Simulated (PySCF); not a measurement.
**C5H9F3N: g tensor and hyperfine couplings**

C₅H₉F₃N (doublet state).
Z-matrix (Å and degrees, GFN2-xTB geometry), rows numbered from 1:
```
C 
N   1  1.3914
C   2  1.4462  1  121.78
C   3  1.5292  2  111.69  1    51.81
C   3  1.5317  2  108.19  1   174.01
C   3  1.5517  2  110.22  1   -68.44
F   6  1.3374  3  113.23  2    64.78
F   6  1.3449  3  111.47  2   -55.29
F   6  1.3441  3  112.39  2  -174.59
H   1  1.0698  2  118.15  3   -41.16
H   1  1.0707  2  115.89  3   167.39
H   2  1.0123  1  112.66  3  -137.94
H   4  1.0862  3  111.06  2   -68.41
H   4  1.0868  3  109.79  2   171.65
H   4  1.0859  3  109.08  2    51.90
H   5  1.0883  3  110.68  2    60.01
H   5  1.0867  3  110.58  2  -179.62
H   5  1.0863  3  109.07  2   -59.71
```

The hyperfine couplings belong to this conformer and change with its torsions.

Identity: `[CH2]NC(C)(C(F)(F)F)C` [radical].

Method: PySCF, UKS B3LYP, pcH-1 on C F H N, non-relativistic, mean-field spin-orbit, GIAO. The structure is a single GFN2-xTB conformer in the gas phase; no vibrational or solvent corrections. A GFN2-xTB geometry isn't a minimum of the functional, and hyperfine couplings can be far from their values at a DFT geometry. No stability test was run, so a lower SCF solution isn't excluded.

| Item | Value |
| --- | --- |
| g1, g2, g3 | 2.00209, 2.00275, 2.00316 |
| g_iso | 2.00267 |
| Form of g | rhombic: the two nearest values differ by 38 % of g3 − g1 |
| ⟨S²⟩ | 0.7533 (exact 0.7500) |
| α and β electrons | 37, 36 |
| HOMO–LUMO gap, α and β orbitals | 5.29, 7.37 eV |
| Basis functions | 315 |

Isotropic coupling and dipolar principal values T1 to T3, in MHz:

| atom | isotope | a_iso | T1 | T2 | T3 | Mulliken spin population |
| --- | --- | --- | --- | --- | --- | --- |
| C1 | 13C | 114.3 | -71.1 | -70.2 | 141.2 | 0.89 |
| N2 | 14N | 15.0 | -12.3 | -11.8 | 24.1 | 0.16 |
| C3 | 13C | 10.5 | -2.3 | -1.5 | 3.9 | 0.00 |
| C4 | 13C | 4.2 | -1.0 | -0.6 | 1.5 | 0.00 |
| C5 | 13C | 2.1 | -0.7 | -0.3 | 1.0 | 0.00 |
| C6 | 13C | 28.1 | -1.9 | -0.7 | 2.6 | 0.02 |
| F7 | 19F | 62.1 | -12.2 | -12.0 | 24.2 | 0.00 |
| F8 | 19F | -1.5 | -2.1 | -1.3 | 3.3 | 0.00 |
| F9 | 19F | 35.5 | -9.2 | -9.1 | 18.3 | 0.00 |
| H10 | 1H | -37.0 | -33.7 | -0.5 | 34.2 | -0.03 |
| H11 | 1H | -44.0 | -33.8 | -0.6 | 34.5 | -0.04 |
| H12 | 1H | -3.1 | -13.4 | -6.0 | 19.3 | 0.00 |
| H13 | 1H | -0.3 | -2.8 | -2.5 | 5.3 | 0.00 |
| H14 | 1H | -1.2 | -1.3 | -1.2 | 2.5 | 0.00 |
| H15 | 1H | 0.3 | -2.4 | -2.1 | 4.5 | 0.00 |
| H16 | 1H | -0.3 | -1.8 | -1.6 | 3.4 | 0.00 |
| H17 | 1H | -0.9 | -1.1 | -0.9 | 2.1 | 0.00 |
| H18 | 1H | 0.1 | -2.3 | -1.6 | 3.9 | 0.00 |

The Mulliken spin populations are largest on C1 (+0.89) and N2 (+0.16). The angles at C1 add up to 353.4°, so it is slightly pyramidal.

Axes: g2 points within 12° of the C1–N2 bond.

Under fast tumbling the dipolar parts average out, and these isotropic splittings remain: 1 × 1H (H11, I = 1/2, 2 lines) with 1.57 mT, 1 × 1H (H10, I = 1/2, 2 lines) with 1.32 mT, 3 × 19F (F7/F8/F9, I = 1/2, 4 lines) with 1.14 mT, 1 × 14N (N2, I = 1, 3 lines) with 0.54 mT and 1 × 1H (H12, I = 1/2, 2 lines) with 0.11 mT.

Class means assume fast exchange of nuclei equivalent by connectivity; if that motion is slow, each nucleus keeps its own coupling. H10 and H11 aren't averaged: C1 is flat or nearly so (angle sum 353°), and its turn about the short C1–N2 bond (1.39 Å) is taken as slow. The three 19F nuclei of mean +32.0 MHz run from -1.5 to 62.1 MHz in the frozen geometry.

The 13C coupling of C1 (114.3 MHz) shows only in satellite lines or after enrichment, since that isotope makes up about 1.07 % of natural carbon.
